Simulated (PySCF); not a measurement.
Relaxation of singlet HfO(OH)₂

Method: PySCF, PBE0, basis Hf def2-TZVP with ECP60, O def2-TZVP, H def2-TZVP (scalar-relativistic core potentials, no spin–orbit coupling, density fitting). A (50,194) grid was used.

A hand-made trigonal pyramidal (heavy-atom frame) start, with no symmetry imposed:

```xyz
6
charge 0 multiplicity 1, angstrom
Hf    0.0291   -0.0032   -0.2122
O     1.6626   -0.0032    0.6563
O    -0.9201    1.6408    0.7972
O    -0.9201   -1.6472    0.7972
H    -0.5556    2.4804    1.0869
H    -1.8294   -1.7514    1.0869
```

What does it relax to?

It ends at Cs with Hf–O 1.766 Å, Hf–O 1.962 Å (×2), O–H 0.956 Å (×2); H–O–Hf 134.0° (×2), O–Hf–O 111.6° (×2), O–Hf–O 114.4° (after a last refinement on a finer grid). A frequency run shows a minimum. Other isomers or separated fragments may lie lower.

How much energy is released, and in how many steps?

142.7 kJ/mol in 31 steps.

Spin–orbit coupling, left out here, can matter for elements this heavy.

The relaxation took 100 s on 4 threads of a shared Arm Neoverse V1 host, with 145 basis functions and 36 gradients; the process peaked at 1 GiB.
